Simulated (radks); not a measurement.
Species: Os. Configuration: [Xe] 4f14 5d(up 4, down 2) 6s2 (spins set by hand, not the high-spin state). Calculated with a radial shooting solver on a logarithmic mesh with Libxc functionals: scalar-relativistic Kohn-Sham, PBE, spin-polarised, spherical densities, finite nucleus; Fermi nuclear charge, rms radius 5.4126 fm.

Normalised radial functions P(r) = r R(r), r in bohr:

| r | 6s down |
|---|---|
| 0.003051 | 0.0447 |
| 0.003552 | 0.0484 |
| 0.004135 | 0.0518 |
| 0.004814 | 0.0550 |
| 0.005604 | 0.0575 |
| 0.006524 | 0.0592 |
| 0.007656 | 0.0596 |
| 0.008913 | 0.0583 |
| 0.01038 | 0.0549 |
| 0.01208 | 0.0488 |
| 0.01406 | 0.0398 |
| 0.01637 | 0.0274 |
| 0.01906 | 0.0116 |
| 0.02219 | -0.0073 |
| 0.02583 | -0.0284 |
| 0.03007 | -0.0502 |
| 0.03501 | -0.0703 |
| 0.04108 | -0.0863 |
| 0.04782 | -0.0928 |
| 0.05568 | -0.0872 |
| 0.06481 | -0.0669 |
| 0.07546 | -0.0317 |
| 0.08784 | 0.0151 |
| 0.1023 | 0.0660 |
| 0.119 | 0.1095 |
| 0.1386 | 0.1319 |
| 0.1613 | 0.1215 |
| 0.1893 | 0.0700 |
| 0.2204 | -0.0100 |
| 0.2566 | -0.0994 |
| 0.2987 | -0.1691 |
| 0.3478 | -0.1901 |
| 0.4049 | -0.1462 |
| 0.4713 | -0.0427 |
| 0.5487 | 0.0930 |
| 0.6388 | 0.2194 |
| 0.7436 | 0.2942 |
| 0.8657 | 0.2887 |
| 1.016 | 0.1889 |
| 1.183 | 0.0230 |
| 1.377 | -0.1767 |
| 1.603 | -0.3705 |
| 1.866 | -0.5248 |
| 2.172 | -0.6194 |
| 2.529 | -0.6477 |
| 2.944 | -0.6146 |
| 3.427 | -0.5340 |
| 3.99 | -0.4260 |
| 4.682 | -0.3064 |
| 5.451 | -0.2047 |
| 6.346 | -0.1240 |
| 7.387 | -0.0670 |
| 8.6 | -0.0318 |
| 10.01 | -0.0130 |

6s down: eigenvalue -5.788 eV, 5 radial nodes at r = 0.0210, 0.0839, 0.217, 0.495, 1.20 bohr, <r> = 3.03 bohr, 90 % of the charge inside 4.55 bohr.
